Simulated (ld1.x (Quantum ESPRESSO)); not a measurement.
**calcium: TM pseudisation with PBEsol, scalar-relativistic reference atom.**

The input file (ld1.x (Quantum ESPRESSO) 7.5):

```
&input
   title='Ca', zed=20., rel=1, dft='PBESOL', iswitch=3,
   config='[Ar] 3d0.5 4s1.5 4p0',
   nld=3, rlderiv=4.05, eminld=-2.0, emaxld=5.0, deld=0.02
 /
 &inputp
   pseudotype=2, tm=.true., lloc=1,
   nlcc=.false.,
   file_pseudopw='Ca.UPF', file_wfcaegen='ae.wfc', file_wfcncgen='nc.wfc', file_beta='beta', file_chi='chi'
 /
3
4S  1  0   1.50   0.00  2.50  2.50  0.0
3D  3  2   0.50   0.00  2.70  2.70  0.0
4P  2  1   0.00   0.00  3.75  3.75  0.0
 &test
   configts(1)='3d0.5 4s1.5 4p0'
 /
```

Command:

```bash
ld1.x < Ca.in > Ca.out
```

Output (shortened: banner, matrices, multipoles, cross overlaps and the repeated all-electron block are left out):

```
Program LD1 v.7.5
     --------------------------- All-electron run ----------------------------

     Ca
     scalar relativistic calculation

     atomic number is 20.00
     dft =PBESOL   lsd =0 sic =0 latt =0  beta=0.20 tr2=1.0E-14
     Exchange-correlation= PBESOL
                           (   1   4  10   8   0   0   0)
     mesh =1169 r(mesh) =  99.90979 a.u. xmin = -7.00 dx = 0.01250
     1 Ry =  13.60569312 eV, c = 137.03599908

     n l     nl                  e(Ry)          e(Ha)          e(eV)
     1 0     1S 1( 2.00)      -289.7795      -144.8897     -3942.6506
     2 0     2S 1( 2.00)       -30.2857       -15.1429      -412.0581
     2 1     2P 1( 6.00)       -24.4600       -12.2300      -332.7947
     3 0     3S 1( 2.00)        -3.3412        -1.6706       -45.4597
     3 1     3P 1( 6.00)        -1.9509        -0.9754       -26.5430
     3 2     3D 1( 0.50)        -0.0813        -0.0407        -1.1062
     4 0     4S 1( 1.50)        -0.2524        -0.1262        -3.4341
     4 1     4P 1( 0.00)        -0.0906        -0.0453        -1.2322

     final scf error:  9.7E-15 reached in  23 iterations

     Etot =   -1358.860570 Ry,    -679.430285 Ha,  -18488.239909 eV

     Ekin =    1367.879311 Ry,     683.939655 Ha,   18610.946133 eV
     Encl =   -3231.173289 Ry,   -1615.586645 Ha,  -43962.352203 eV
     Eh   =     574.745008 Ry,     287.372504 Ha,    7819.804206 eV
     Exc  =     -70.311599 Ry,     -35.155800 Ha,    -956.638045 eV

     normalization and overlap integrals

     s(1S/1S) =  1.000000  <r> =   0.0769  <r2> =    0.0080  r(max) =   0.0506
     s(2S/2S) =  1.000000  <r> =   0.3647  <r2> =    0.1575  r(max) =   0.2987
     s(2P/2P) =  1.000000  <r> =   0.3280  <r2> =    0.1332  r(max) =   0.2477
     s(3S/3S) =  1.000000  <r> =   1.1617  <r2> =    1.5598  r(max) =   0.9918
     s(3P/3P) =  1.000000  <r> =   1.2819  <r2> =    1.9441  r(max) =   1.0558
     s(3D/3D) =  1.000000  <r> =   2.8431  <r2> =   11.8405  r(max) =   1.3388
     s(4S/4S) =  1.000000  <r> =   4.1584  <r2> =   19.8813  r(max) =   3.5053
     s(4P/4P) =  1.000000  <r> =   5.6730  <r2> =   37.6058  r(max) =   4.6148

     ------------------------ End of All-electron run ------------------------

     --------------------- Generating NC pseudopotential ---------------------

      Generating local pot.: lloc=1, matching radius rcloc =   3.7500

      Wfc   4S  rcut= 2.470  Using Troullier-Martins method

      Wfc   3D  rcut= 2.730  Using Troullier-Martins method

     ------------------- End of pseudopotential generation -------------------

     Computing logarithmic derivative in   4.04725
     Message from routine run_pseudo:
     Warning: convergence not achieved
     Computing logarithmic derivative in   4.04725
     Computing the partial wave expansion
     R is outside the sphere for l=    0 j= 0.00
       no projector for channel:   1
     R is outside the sphere for l=    2 j= 0.00

     ---------------------- Testing the pseudopotential ----------------------

     Ca
     scalar relativistic calculation

     atomic number is 20.00   valence charge is  2.00
     dft =PBESOL   lsd =0 sic =0 latt =0  beta=0.20 tr2=1.0E-14
     mesh =1169 r(mesh) =  99.90979 xmin = -7.00 dx = 0.01250

     n l     nl             e AE (Ry)        e PS (Ry)    De AE-PS (Ry)
     3 2     3D   1( 0.50)       -0.08130       -0.08130       -0.00000
     1 0     4S   1( 1.50)       -0.25240       -0.25240       -0.00000
     2 1     4P   1( 0.00)       -0.09056       -0.09056       -0.00000

     eps = 1.6E-12  iter =201

     Etot =   -1358.860570 Ry,    -679.430285 Ha,  -18488.239909 eV
     Etotps =    -1.205630 Ry,      -0.602815 Ha,     -16.403433 eV

     Ekin =       1.449507 Ry,       0.724754 Ha,      19.721548 eV
     Encl =      -1.908745 Ry,      -0.954372 Ha,     -25.969797 eV
     Ehrt =       0.940469 Ry,       0.470235 Ha,      12.795733 eV
     Ecxc =      -0.518673 Ry,      -0.259337 Ha,      -7.056909 eV
     Epseu=      -1.168188 Ry,      -0.584094 Ha,     -15.894006 eV

     ---------------------- End of pseudopotential test ----------------------
```

Generation and configuration tests took about 3.2 s on one core of a shared server CPU.

Transferability test of the new file with ld1.x, input:

```
&input
   title='Ca', zed=20., rel=1, dft='PBESOL', iswitch=2,
   config='[Ar] 3d0.5 4s1.5 4p0'
 /
 &test
   file_pseudo='Ca.UPF', nconf=8,
   configts(1)='3d0.5 4s1.5 4p0',
   configts(2)='3d0 4s2 4p0',
   configts(3)='3d0 4s1 4p0',
   configts(4)='3d0 4s1.5 4p0',
   configts(5)='3d0 4s0 4p2',
   configts(6)='3d0 4s0 4p1',
   configts(7)='3d0 4s1 4p1',
   configts(8)='3d1 4s1 4p0'
 /
```

```bash
ld1.x < Ca.test.in > Ca.test.out
```

Pseudopotential blocks of its output, shortened (energy terms left out; the distinct warnings before each block abridged to one line each):

```
     Warning: convergence not achieved
     ---------------------- Testing the pseudopotential ----------------------

     n l     nl             e AE (Ry)        e PS (Ry)    De AE-PS (Ry)
     3 2     3D   1( 0.50)       -0.08130       -0.08130       -0.00000
     1 0     4S   1( 1.50)       -0.25240       -0.25240       -0.00000
     2 1     4P   1( 0.00)       -0.09056       -0.09056       -0.00000

     eps = 1.7E-12  iter =201

     Etot =   -1358.860570 Ry,    -679.430285 Ha,  -18488.239908 eV
     Etotps =    -1.205630 Ry,      -0.602815 Ha,     -16.403433 eV

     ---------------------- End of pseudopotential test ----------------------

          Warning: convergence not achieved
     ---------------------- Testing the pseudopotential ----------------------

     n l     nl             e AE (Ry)        e PS (Ry)    De AE-PS (Ry)
     3 2     3D   1( 0.00)       -0.14378       -0.08951       -0.05427  !
     1 0     4S   1( 2.00)       -0.27669       -0.27466       -0.00204
     2 1     4P   1( 0.00)       -0.10189       -0.10141       -0.00048

     eps = 7.2E-12  iter =201

     Etot =   -1358.937655 Ry,    -679.468828 Ha,  -18489.288711 eV
     Etotps =    -1.291709 Ry,      -0.645855 Ha,     -17.574598 eV
     dEtot_ae =      -0.077086 Ry
     dEtot_ps =      -0.086079 Ry,   Delta E=       0.008993 Ry

     ---------------------- End of pseudopotential test ----------------------

          Warning: convergence not achieved
     ---------------------- Testing the pseudopotential ----------------------

     n l     nl             e AE (Ry)        e PS (Ry)    De AE-PS (Ry)
     3 2     3D   1( 0.00)       -0.61297       -0.53260       -0.08037  !
     1 0     4S   1( 1.00)       -0.65724       -0.65066       -0.00659  !
     2 1     4P   1( 0.00)       -0.43447       -0.43144       -0.00303

     eps = 8.4E-13  iter =201

     Etot =   -1358.474246 Ry,    -679.237123 Ha,  -18482.983708 eV
     Etotps =    -0.832490 Ry,      -0.416245 Ha,     -11.326609 eV
     dEtot_ae =       0.386324 Ry
     dEtot_ps =       0.373140 Ry,   Delta E=       0.013184 Ry

     ---------------------- End of pseudopotential test ----------------------

          Warning: convergence not achieved
     ---------------------- Testing the pseudopotential ----------------------

     n l     nl             e AE (Ry)        e PS (Ry)    De AE-PS (Ry)
     3 2     3D   1( 0.00)       -0.36617       -0.30187       -0.06430  !
     1 0     4S   1( 1.50)       -0.46164       -0.45747       -0.00417
     2 1     4P   1( 0.00)       -0.26212       -0.26031       -0.00182

     eps = 1.1E-13  iter =201

     Etot =   -1358.753655 Ry,    -679.376828 Ha,  -18486.785263 eV
     Etotps =    -1.109243 Ry,      -0.554621 Ha,     -15.092019 eV
     dEtot_ae =       0.106914 Ry
     dEtot_ps =       0.096387 Ry,   Delta E=       0.010527 Ry

     ---------------------- End of pseudopotential test ----------------------

          ---------------------- Testing the pseudopotential ----------------------

     n l     nl             e AE (Ry)        e PS (Ry)    De AE-PS (Ry)
     3 2     3D   1( 0.00)       -0.29690       -0.17730       -0.11961  !
     1 0     4S   1( 0.00)       -0.36297       -0.35527       -0.00770  !
     2 1     4P   1( 2.00)       -0.17434       -0.17235       -0.00198

     eps = 5.5E-15  iter = 17

     Etot =   -1358.574168 Ry,    -679.287084 Ha,  -18484.343218 eV
     Etotps =    -0.933952 Ry,      -0.466976 Ha,     -12.707070 eV
     dEtot_ae =       0.286401 Ry
     dEtot_ps =       0.271678 Ry,   Delta E=       0.014724 Ry

     ---------------------- End of pseudopotential test ----------------------

          ---------------------- Testing the pseudopotential ----------------------

     n l     nl             e AE (Ry)        e PS (Ry)    De AE-PS (Ry)
     3 2     3D   1( 0.00)       -0.68737       -0.53691       -0.15046  !
     1 0     4S   1( 0.00)       -0.69930       -0.68299       -0.01631  !
     2 1     4P   1( 1.00)       -0.47752       -0.47067       -0.00685  !

     eps = 4.2E-15  iter = 14

     Etot =   -1358.252088 Ry,    -679.126044 Ha,  -18479.961093 eV
     Etotps =    -0.616075 Ry,      -0.308038 Ha,      -8.382130 eV
     dEtot_ae =       0.608482 Ry
     dEtot_ps =       0.589555 Ry,   Delta E=       0.018927 Ry

     ---------------------- End of pseudopotential test ----------------------

          Warning: convergence not achieved
     ---------------------- Testing the pseudopotential ----------------------

     n l     nl             e AE (Ry)        e PS (Ry)    De AE-PS (Ry)
     3 2     3D   1( 0.00)       -0.22317       -0.15324       -0.06992  !
     1 0     4S   1( 1.00)       -0.32385       -0.32021       -0.00364
     2 1     4P   1( 1.00)       -0.14207       -0.14098       -0.00110

     eps = 4.9E-13  iter =201

     Etot =   -1358.759338 Ry,    -679.379669 Ha,  -18486.862580 eV
     Etotps =    -1.115401 Ry,      -0.557701 Ha,     -15.175806 eV
     dEtot_ae =       0.101232 Ry
     dEtot_ps =       0.090229 Ry,   Delta E=       0.011003 Ry

     ---------------------- End of pseudopotential test ----------------------

          Warning: convergence not achieved
     ---------------------- Testing the pseudopotential ----------------------

     n l     nl             e AE (Ry)        e PS (Ry)    De AE-PS (Ry)
     3 2     3D   1( 1.00)       -0.05520       -0.05849        0.00329
     1 0     4S   1( 1.00)       -0.24284       -0.23757       -0.00527  !
     2 1     4P   1( 0.00)       -0.08938       -0.08627       -0.00311

     eps = 2.1E-12  iter =201

     Etot =   -1358.770270 Ry,    -679.385135 Ha,  -18487.011320 eV
     Etotps =    -1.118071 Ry,      -0.559036 Ha,     -15.212136 eV
     dEtot_ae =       0.090300 Ry
     dEtot_ps =       0.087559 Ry,   Delta E=       0.002741 Ry

     ---------------------- End of pseudopotential test ----------------------
```
